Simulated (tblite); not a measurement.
C7H8P2.
Cartesian coordinates in Å at the GFN2-xTB level; atoms count from 1:
```xyz
17
C7H8P2 angstrom
C     -2.043   -1.926    0.642
C     -1.594   -0.709    0.355
C     -0.193   -0.359    0.105
P      0.937   -1.708    0.258
C      2.483   -1.012   -0.082
C      2.795    0.285   -0.396
P      1.715    1.628   -0.555
C      0.131    0.953   -0.219
C     -0.946    2.008   -0.316
H     -3.090   -2.108    0.816
H     -1.390   -2.781    0.713
H     -2.310    0.096    0.299
H      3.300   -1.726   -0.028
H      3.840    0.525   -0.572
H     -1.678    1.754   -1.083
H     -0.498    2.965   -0.580
H     -1.466    2.129    0.634
```

Calculated harmonic vibrations of the isolated species, GFN2-xTB (tblite), most abundant isotopes, no scaling. Against measured fundamentals such values can be off by several per cent, at times by over 20. One conformer, not necessarily the lowest. The optimisation stopped once no atom felt more than 0.01 eV/Å.

Lowest wavenumbers of the output (negative numbers stand for imaginary wavenumbers):
```
mode    cm-1
  1    -100.2
  2      72.7
  3     119.4
  4     236.0
  5     239.4
  6     287.3
  7     318.7
  8     356.3
  9     360.0
 10     368.0
```

Task: Is this structure a minimum?

Result: No. 1 mode is imaginary beyond 20i (100i cm⁻¹), so at this level the point lies at or near a first-order saddle.

Task: Which atoms move in the imaginary mode?

Result: 100i: H11 (vinylic hydrogen) 25 %, C1 (terminal =CH2 carbon) 24 %, H12 (vinylic hydrogen) 21 %, C2 (alkene CH carbon) 19 %. These are shares of the mass-weighted motion.

Task: What is the remedy?

Result: Step along that mode in both directions, optimise again with tighter thresholds and repeat the frequencies. The zero-point energy of this point (78.5 kcal/mol) counts the 44 real modes alone, and thermal corrections from it aren't those of a minimum.
